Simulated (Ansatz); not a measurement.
Input for Ansatz (a program for electronic structure): R-r2SCAN/def2-TZVPP on H2O2Sn (SMILES [OH][Sn][OH]), a point of a torsion scan. Elements past Kr take the def2 small-core potentials; no spin–orbit coupling.

Ansatz 0.2 input:
```yaml
crystal:
  periodic: [false, false, false]
  atoms:
    - {symbol: O, position_ang: [1.30625123, -0.46065792, -0.44436233]}
    - {symbol: Sn, position_ang: [-0.25502121, 0.78905587, -0.84067907]}
    - {symbol: O, position_ang: [0.58472412, 2.55879206, -0.27596538]}
    - {symbol: H, position_ang: [2.16989863, -0.25064252, -0.09537573]}
    - {symbol: H, position_ang: [1.45852436, 2.72559911, 0.07104001]}
basis:
  gaussian:
    orbitals: def2-TZVPP
hamiltonian:
  xc: {name: r2SCAN}
scf: {lower_state_search: off}
```

The head of its log:

```
WARN ansatz: RAYON_NUM_THREADS=1 ignored (pool sized by the plan → 1); use --threads N
Functional definition: r2SCAN
these checks for a lower state are left out or cut short: stability, starts, cluster_reference, orbital_swaps, neighbouring_geometries, increment
integrals: 0.05 GiB planned
808 factors; their error is unknown
mean field: 0.40 GiB planned
mean field evaluation 1: about -9947.5095 eV, gradient 9.1e1 eV
mean field evaluation 2: about -9804.4856 eV, gradient 2.3e2 eV
```

Question: What total energy does the run end on?

Answer: -366.0857 hartree.
